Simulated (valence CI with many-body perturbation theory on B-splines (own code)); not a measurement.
## Energy levels of W3+

Computed by valence CI with perturbative core correlation (CI+MBPT): three valence electrons over a frozen Dirac-Fock core [Xe] 4f14, radial functions for each j: 7 s, 7 p, 8 d, 6 f, 4 g, 1 h, with the one-electron correlation potential Σ1 (screened to all orders), the two-electron term Σ2, the three-electron term Σ3, Breit, model QED; selected single and double excitations, second order for the rest, scaled by the run's own slope (own B-spline code, finite nucleus).

Against 62 measured levels this calculation errs by 1221 cm⁻¹ on average and by 2923 at most. These come from a selection out of J. Phys. B 45, 035001 (2012). Levels without a partner in it may be off by more, other configurations by 1,000 to 8,000 cm⁻¹. 7 measured levels below the end of the list, from 46088 cm⁻¹ on, found no clear computed partner, and computed levels of the same name lie up to 1232 cm⁻¹ from them.

Levels 226 to 239 of 239, with energies above the lowest level, 5d3 4F_3/2. "Leading %" is the weight of the configuration and term that name the level; weights of strongly mixed levels are sums over their largest components and can fall short. In the jj column 3d3/2^4 stands for four electrons in 3d with j = 3/2.

| No. | Configuration | Term | J | E (cm⁻¹) | Leading % | Second component | g | Leading jj |
| --- | --- | --- | --- | --- | --- | --- | --- | --- |
| 226 | 5d2 5f | 2D° | 5/2 | 200987 | 35 | 25 % 5d2 5f 4G° | 1.031 | 5d3/2^2 5f5/2 (39 %) |
| 227 | 5d2 6d | 2D | 3/2 | 201115 | 53 | 14 % 5d 6p2 4F | 0.837 | 5d5/2^2 6d5/2 (35 %) |
| 228 | 5d2 7p | 4D° | 5/2 | 201292 | 23 | 21 % 5d2 7p 2F° | 1.065 | 5d3/2 5d5/2 7p3/2 (59 %) |
| 229 | 5d2 7p | 2F° | 7/2 | 201393 | 17 | 14 % 5d2 7p 4D° | 1.134 | 5d3/2 5d5/2 7p3/2 (37 %) |
| 230 | 5d2 7p | 4G° | 9/2 | 201524 | 74 | 12 % 5d2 5f 4G° | 1.174 | 5d3/2 5d5/2 7p3/2 (49 %) |
| 231 | 5d2 7p | 2D° | 3/2 | 201553 | 25 | 19 % 5d2 5f 2P° | 1.096 | 5d3/2 5d5/2 7p3/2 (44 %) |
| 232 | 5d2 6d | 2D | 5/2 | 201568 | 67 | 15 % 5d2 6d 2F | 1.136 | 5d5/2^2 6d5/2 (54 %) |
| 233 | 5d2 5f | 2P° | 3/2 | 201757 | 35 | 12 % 5d2 7p 4D° | 1.107 | 5d3/2 5d5/2 5f7/2 (37 %) |
| 234 | 5d2 5f | 4P° | 5/2 | 201808 | 28 | 22 % 5d2 5f 2D° | 1.144 | 5d3/2 5d5/2 5f7/2 (34 %) |
| 235 | 5d2 5f | 2G° | 7/2 | 201894 | 43 | 16 % 5d2 5f 4F° | 1.045 | 5d3/2^2 5f7/2 (39 %) |
| 236 | 5d2 5f | 2S° | 1/2 | 201939 | 24 | 18 % 6s2 6p 2P° | 1.056 | 5d5/2^2 5f7/2 (41 %) |
| 237 | 5d2 5f | 2I° | 13/2 | 202030 | 80 | 10 % 5d2 5f 4H° | 1.085 | 5d5/2^2 5f7/2 (46 %) |
| 238 | 5d2 7p | 4F° | 7/2 | 202175 | 50 | 12 % 5d2 7p 4D° | 1.205 | 5d5/2^2 7p1/2 (26 %) |
| 239 | 5d2 5f | 4S° | 3/2 | 202260 | 28 | 25 % 5d2 5f 4P° | 1.528 | 5d3/2 5d5/2 5f5/2 (41 %) |

Names give the largest LS component (configuration and term), which can be under half, so a name can repeat, a term be missing and a line seem to break the LS rules; names also repeat where a configuration has a term twice.

Where two levels of one J and parity lie close, their mixing, g and order are uncertain.
